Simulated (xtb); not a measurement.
Input file for xtb: GFN-FF on C2H4S (a complex), monomers drawn apart or pushed together.

```
$ xtb mol.xyz --gfnff --sp --chrg 0 --uhf 0
7

C     -0.51234001     0.75207879     0.16926741
C     -0.53787904    -0.43811175     0.04183468
H     -0.48873917     1.80894133     0.28203755
H     -0.55901637    -1.49513684    -0.06996272
S      1.13284931    -0.40139700     4.06392384
H     -0.12090706    -0.41682332     4.54375326
H      0.71069501    -0.20388795     2.80290535
```

The log:

```
[...]
           -------------------------------------------------
          |                Calculation Setup                |
           -------------------------------------------------



molecular fragmentation (1/2 indicates fragments):
1111222
# atoms in fragment 1/2:     4     3
 fragment masses (1/2) :       26.04       34.08
CMA distance (Bohr)    :   8.101
constraining FC (au)   :  0.0500

          ==================== Thresholds ====================
          CN  :   150.00000
          rep :   500.00000
          disp:  2500.00000
          HB1 :   250.00000
          HB2 :   450.00000

          Pauling EN used:
          Z : 1  EN :  2.20
          Z : 6  EN :  2.55
          Z :16  EN :  2.58
          electric field strengths (au): 0.000

           -------------------------------------------------
          |           Force Field Initialization            |
           -------------------------------------------------

          distances ...
          ----------------------------------------
          generating topology and atomic info file ...
          pair mat ...
          computing topology distances matrix with Floyd-Warshall algo ...
          making topology EEQ charges ...
          #fragments for EEQ constrain: 2
          ----------------------------------------
          generating topology and atomic info file ...
          pair mat ...
          computing topology distances matrix with Floyd-Warshall algo ...
          making topology EEQ charges ...
          rings ...
          # BATM   2
          # H in HB   4
          doing iterative Hueckel for 1 subsystem(s) ...

  atom   neighbors  erfCN metchar sp-hybrid imet pi  qest     coordinates
    1  C       2    1.92   0.00         1    0    1  -0.048   -0.968182    1.421223    0.319869
    2  C       2    1.92   0.00         1    0    1  -0.048   -1.016444   -0.827911    0.079056
    3  H       1    0.98   0.00         0    0    0   0.048   -0.923583    3.418404    0.532974
    4  H       1    0.98   0.00         0    0    0   0.048   -1.056388   -2.825399   -0.132210
    5  S       2    1.92   0.00         3    0    0  -0.171    2.140775   -0.758530    7.679703
    6  H       1    0.98   0.00         0    0    0   0.086   -0.228481   -0.787682    8.586449
    7  H       1    0.98   0.00         0    0    0   0.086    1.343019   -0.385292    5.296723

          #atoms :   7
          #bonds :   5
          #angl  :   3
          #tors  :   0
          #nmol  :   2
          #optfrag :   2
           -------------------------------------------------
          |                   G F N - F F                   |
          |          A general generic force-field          |
          |                  Version 1.0.3                  |
           -------------------------------------------------
          Number of HB bonds (bound hydrogen)     36
          Number of HB bonds (unbound hydrogen)   36
          Number of XB bonds                      40

 E+G (total)                   0 d,  0 h,  0 min,  0.000 sec
 distance/D3 list               ...        0 min,  0.000 sec (  0.775%)
 non bonded repulsion           ...        0 min,  0.000 sec ( 20.503%)
 dCN                            ...        0 min,  0.000 sec (  2.482%)
 EEQ energy and q               ...        0 min,  0.000 sec (  7.613%)
 D3                             ...        0 min,  0.000 sec ( 13.528%)
 EEQ gradient                   ...        0 min,  0.000 sec (  3.747%)
 bonds                          ...        0 min,  0.000 sec (  7.485%)
 bend and torsion               ...        0 min,  0.000 sec (  5.532%)
 bonded ATM                     ...        0 min,  0.000 sec (  3.159%)
Note: The following floating-point exceptions are signalling: IEEE_UNDERFLOW_FLAG IEEE_DENORMAL
normal termination of xtb
 HB/XB (incl list setup)        ...        0 min,  0.000 sec ( 28.487%)

         :::::::::::::::::::::::::::::::::::::::::::::::::::::
         ::                     SUMMARY                     ::
         :::::::::::::::::::::::::::::::::::::::::::::::::::::
         :: total energy              -1.128152262108 Eh    ::
         :: gradient norm              0.032177304707 Eh/a0 ::
         ::.................................................::
         :: bond energy               -1.174495058468 Eh    ::
         :: angle energy               0.001923563530 Eh    ::
         :: torsion energy             0.000000000000 Eh    ::
         :: repulsion energy           0.056642746351 Eh    ::
         :: electrostat energy        -0.009527757492 Eh    ::
         :: dispersion energy         -0.001784777959 Eh    ::
         :: HB energy                 -0.000913385407 Eh    ::
         :: XB energy                  0.000000000000 Eh    ::
         :: bonded atm energy          0.000002407336 Eh    ::
         :: external energy            0.000000000000 Eh    ::
         :: add. restraining           0.000000000000 Eh    ::
         :: total charge              -0.000000000000 e     ::
         :::::::::::::::::::::::::::::::::::::::::::::::::::::

           -------------------------------------------------
          |                Property Printout                |
           -------------------------------------------------

molecular dipole:
                 x           y           z       tot (Debye)
 q only:       -0.339       0.037      -0.162       0.960

           -------------------------------------------------
          | TOTAL ENERGY               -1.128152262108 Eh   |
          | GRADIENT NORM               0.032177304707 Eh/α |
           -------------------------------------------------
########################################################################
[WARNING] Runtime exception occurred
-1- gfnff_setup: Could not read topology file.
########################################################################

------------------------------------------------------------------------
------------------------------------------------------------------------
 total:
 SCF:
```

The run finished.

Cost: very roughly 0.020 core-seconds.
